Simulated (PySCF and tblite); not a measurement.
Values are calculated unless marked as measured or tabulated.
Conformers and averaged properties: C9H12O, numbered as in [CH:1]#[C:2][C@@H:3]1[CH2:4][C@H:5]2[CH2:6][C@H:7]2[C@@H:8]1[O:9][CH3:10]

Conformers came from 90 starts (ETKDG and KDG, MMFF94s, GFN2-xTB); geometries are GFN2-xTB. Free energies are PBE0-D3(BJ)/pcSseg-1 single points with GFN2-xTB rigid-rotor and vibrational terms (modes under about 100 cm⁻¹ blended into free rotors). Symmetry numbers and mirror images are counted. Conformers within 2.5 kcal/mol (GFN2-xTB free energy) were kept, 4 at most. GIAO shieldings: PBE0/pcSseg-1. Shifts are against TMS (¹H), TMS (¹³C) at the same level; of two unlike H on one atom, a is the less shielded. Codes: tblite and PySCF.

Torsions listed: C3–C8–O9–C10. The 5-ring runs over atoms 3–4–5–7–8.

```tsv
conformer	shape	symmetry	E(GFN2) kcal/mol	E(DFT) kcal/mol	G(298.15 K) kcal/mol	weight %	dipole D
1	5-ring envelope (ring torsions 17, 0, -17, 28, -28°); -95°	C1	0.00	0.00	0.00	68.4	0.97
2	5-ring envelope (ring torsions 18, 0, -18, 28, -28°); -161°	C1	0.42	0.60	0.46	31.4	1.74
3	5-ring envelope (ring torsions -18, 0, 17, -28, 29°); -69°	C1	1.14	3.61	3.62	0.2	1.22
4	5-ring envelope (ring torsions -20, 0, 20, -32, 32°); -167°	C1	1.87	4.47	4.37	0.0	1.77
```

Weights (%) against temperature:

```tsv
T (K)	1	2	3	4	S(mix) cal/mol/K
250	71.8	28.1	0.1	0.0	1.19
298.15	68.4	31.4	0.2	0.0	1.26
350	65.7	33.8	0.4	0.1	1.33
```

Averaged shifts at 298.15 K. ¹H: 3.79 (H10, 3H), 3.51 (H8, 1H), 2.33 (H3, 1H), 2.23 (H4a, 1H), 2.08 (H4b, 1H), 1.54 (H1, 1H), 1.44 (H7, 1H), 1.34 (H5, 1H), 0.41 (H6a, 1H), -0.29 (H6b, 1H) ppm. ¹³C: 89.4 (C8), 88.6 (C2), 79.2 (C1), 60.7 (C10), 39.1 (C4), 34.5 (C3), 26.3 (C7), 21.1 (C5), 8.2 (C6) ppm.

Coordinates of conformer 1 (Å):

```xyz
22

C    -1.348    2.749   -0.782
C    -1.001    1.604   -0.760
C    -0.630    0.206   -0.730
C    -1.650   -0.635    0.066
C    -0.859   -1.805    0.602
C     0.025   -2.532   -0.367
C     0.599   -1.466    0.518
C     0.752   -0.074   -0.064
O     1.065    0.799    1.003
C     1.842    1.914    0.650
H    -1.635    3.758   -0.798
H    -0.582   -0.151   -1.764
H    -2.488   -0.940   -0.564
H    -2.039   -0.047    0.900
H    -1.271   -2.339    1.445
H     0.284   -3.555   -0.137
H    -0.078   -2.343   -1.424
H     1.301   -1.726    1.296
H     1.554   -0.027   -0.818
H     2.002    2.475    1.569
H     2.813    1.604    0.240
H     1.334    2.550   -0.081
```

Coordinates of conformer 2 (Å):

```xyz
22

C     3.348    0.496   -0.279
C     2.279    0.008   -0.053
C     0.997   -0.602    0.222
C     0.534   -1.544   -0.908
C    -0.975   -1.507   -0.847
C    -1.611   -1.674    0.501
C    -1.389   -0.300   -0.058
C    -0.139    0.444    0.381
O     0.128    1.552   -0.458
C    -0.559    2.722   -0.113
H     4.280    0.932   -0.481
H     1.080   -1.161    1.160
H     0.941   -2.548   -0.778
H     0.870   -1.155   -1.870
H    -1.516   -1.824   -1.727
H    -2.628   -2.035    0.533
H    -1.011   -2.009    1.333
H    -2.241    0.302   -0.338
H    -0.204    0.790    1.427
H    -0.213    3.492   -0.800
H    -1.646    2.613   -0.215
H    -0.334    3.027    0.917
```

Shifts are unscaled: against experiment ¹³C can be off by 15 ppm or more and ¹H by 0.8 ppm. For its torsions the set is small; conformers may be missing.

Search and properties took 3.1 min on 1 thread of Arm Neoverse V1, shared host (rough), launched as `OMP_NUM_THREADS=1 python ens_run.py task.json out`.
